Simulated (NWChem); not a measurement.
Molecule: CH$_{5}$Cl$_{2}$FSi$_{2}$; SMILES C[Si@H](F)[SiH](Cl)Cl

```xyz
11

C     -0.7639    -2.7165    -0.5621
Si     0.6067    -1.4950    -0.2487
F      1.0558    -1.5770     1.3178
Si    -0.1321     0.7032    -0.6139
Cl     1.2982     2.0505     0.0254
Cl    -1.8737     0.9637     0.4798
H     -1.0315    -2.7328    -1.6308
H     -0.4510    -3.7316    -0.2719
H     -1.6613    -2.4477     0.0155
H      1.8141    -1.7795    -1.0787
H     -0.4506     1.0273    -2.0325
```
Atoms are numbered in this order, from 1.

Results from NWChem. Geometry: optimised at PBE0/def2-SVP. Hybrids' shares of exact exchange are those that their runs print; pure functionals count as 0. The functionals differ in more than this share.

```
row                     share of exact exchange  highest occupied level (eV)
----------------------  -----------------------  ---------------------------
PBE/def2-TZVP                              0.00                        -6.88
BLYP/def2-TZVP                             0.00                        -6.77
TPSSh/def2-TZVP                            0.10                        -7.53
B3LYP/def2-TZVP                            0.20                        -7.92
Hartree-Fock/def2-TZVP                     1.00                     withheld
```

**Question.** Fit a straight line of the last column on the one before it, predict the withheld value, and compare with the run.

**Answer.** 
1. Means of the 4 shown rows: x = 0.075, y = -7.275. Slope Σ(x − x̄)(y − ȳ)/Σ(x − x̄)² = -0.1545/0.02750 = -5.618; intercept -6.854.
2. The shown rows scatter about the line by 0.078 (root mean square); the largest residual is -0.11, at TPSSh/def2-TZVP.
3. At x = 1.00 (Hartree-Fock/def2-TZVP; beyond the shown range) the line gives -12.47.
4. The run gives -11.02, +1.45 from the line, 18.7 times the scatter.
